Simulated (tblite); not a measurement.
Isomers of C2H6NSSi (doublet state). Level: GFN2-xTB in tblite, geometry and Hessian alike; calculated harmonic values, unscaled, isolated species. The method is semi-empirical: single wavenumbers can be off by several per cent or more. Modes of hydrogen on silicon can be 10 to 20 % off. One conformer each. Open shells enter through the occupations alone, without spin polarisation, and single modes of such species can be off by tens of per cent.

Electronic energies: GFN2-xTB at the same geometries; isomer energies are rough at this level and their order can be wrong.

| SMILES | electronic energy, lowest = 0 (kcal/mol) |
| --- | --- |
| CC(=S)[SiH2][NH] | 16.5 |
| CC(=S)[SiH]N | 0.0 |
| [CH2]C(=S)[SiH2]N | 0.3 |

**Question.** How do GFN2-xTB zero-point energies change the relative energies?

**Answer.** 
| SMILES | ZPE (kcal/mol) | of it from modes above 1550 cm⁻¹ | electronic (kcal/mol) | with ZPE, lowest = 0 (kcal/mol) | lowest mode (cm⁻¹) | rings |
| --- | --- | --- | --- | --- | --- | --- |
| CC(=S)[SiH]N | 47.7 | 26.2 | 0.0 | 1.6 | 73 | 0 |
| [CH2]C(=S)[SiH2]N | 45.8 | 27.5 | 0.3 | 0.0 | 41 | 0 |
| CC(=S)[SiH2][NH] | 45.5 | 24.2 | 16.5 | 15.9 | 47 | 0 |

The zero-point energies span 2.2 kcal/mol, from `CC(=S)[SiH2][NH]` to `CC(=S)[SiH]N`. With it `[CH2]C(=S)[SiH2]N` becomes the lowest.

**Question.** What do entropy and thermal enthalpy add at 298.15 K and 1 bar (rigid rotor, harmonic oscillator, one conformer each)?

**Answer.** 
| SMILES | point group | symmetry number | S (cal/(mol K)) | H − H(0) (kcal/mol) | ZPE + H − H(0) − TS (kcal/mol) |
| --- | --- | --- | --- | --- | --- |
| CC(=S)[SiH]N | C1 | 1 | 90.0 | 5.77 | 26.7 |
| [CH2]C(=S)[SiH2]N | C1 | 1 | 87.3 | 5.42 | 25.2 |
| CC(=S)[SiH2][NH] | C1 | 1 | 88.5 | 5.56 | 24.6 |

S holds R ln(2S + 1) for the spin.
